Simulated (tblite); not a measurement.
Run record: tight-binding relaxation, `C=Cc1ccpc(C)p1`.

Computed with GFN2-xTB geometry optimisation, gas phase (tblite 0.8.0). Start geometry: from a force field or distance geometry. The command runs a driver script over a list of jobs; the input below is this job's line of settings and its coordinates in Å.

Command:
```bash
OMP_NUM_THREADS=1 python probes_run.py task.json out
```

Input:
```
{"job": {"kind": "relax", "xc": "GFN2-xTB", "basis": "xTB"}, "charge": 0, "multiplicity": 1}
C     -3.061800     1.384100     0.427500
C     -1.760100     1.509200     0.190100
C     -0.765700     0.425100     0.400100
C     -1.061200    -0.915500     0.086900
C     -0.246100    -2.065200     0.220800
P      1.451300    -2.067800     0.888300
C      1.896200    -0.344400     0.390100
C      3.251300    -0.038400    -0.160500
P      0.848900     0.996100     1.082500
H     -3.527700     0.470000     0.797900
H     -3.733000     2.234000     0.271600
H     -1.365800     2.460800    -0.129600
H     -2.061500    -1.123700    -0.303300
H     -0.653100    -3.033700    -0.058400
H      3.227700     0.899400    -0.734400
H      3.976500     0.054700     0.654100
H      3.577100    -0.832700    -0.840400
```

Question: What does the run print?

Answer: 
```
step      E/eV     max force
  0    -652.00698    3.089
  1    -652.37074    2.102
  2    -652.68905    1.526
  3    -652.80536    1.353
  4    -652.98576    0.991
  5    -653.04099    0.727
  6    -653.10679    0.452
  7    -653.12968    0.462
  8    -653.15199    0.471
  9    -653.17199    0.395
... (35 lines left out)
 45    -653.52593    0.019
 46    -653.52598    0.018
 47    -653.52602    0.017
 48    -653.52606    0.021
 49    -653.52611    0.018
 50    -653.52615    0.013
 51    -653.52618    0.011
 52    -653.52620    0.012
 53    -653.52622    0.013
 54    -653.52625    0.010
```

«max force» is the largest atomic force in eV/Å.

Question: From which step on does the largest force stay under 0.1 eV/Å, and how much energy is left to gain from there?

Answer: From step 29 (0.095 eV/Å), 6.2 meV above the end.

In short: energy lowered by 35.0 kcal/mol over 54 steps; largest atomic force 0.010 eV/Å at the end.

Question: Where do the atoms end?

Answer: 0.418 Å rms from the input after alignment:
```
atom  x, y, z in Å
C1    -3.0989    1.3468    0.4454
C2    -1.7940    1.4804    0.2268
C3    -0.7856    0.4294    0.1833
C4    -1.1351   -0.9168    0.2281
C5    -0.2844   -1.9973    0.2045
P6     1.4487   -2.0279    0.1220
C7     1.8771   -0.3408    0.0556
C8     3.3572   -0.0493   -0.0009
P9     0.8487    1.0607    0.0580
H10   -3.5741    0.3966    0.6216
H11   -3.7497    2.2044    0.4622
H12   -1.3948    2.4787    0.0763
H13   -2.1936   -1.1430    0.2759
H14   -0.7386   -2.9818    0.2387
H15    3.5475    0.9257   -0.4483
H16    3.7780   -0.0415    1.0062
H17    3.8846   -0.8124   -0.5720
```

Time: 0.38 s wall. Hardware: Arm Neoverse V2, one thread, shared host with 32 logical CPUs at a one-minute load of 22.
Labels such as C1 count atoms from 1, the log's own numbers from 0.
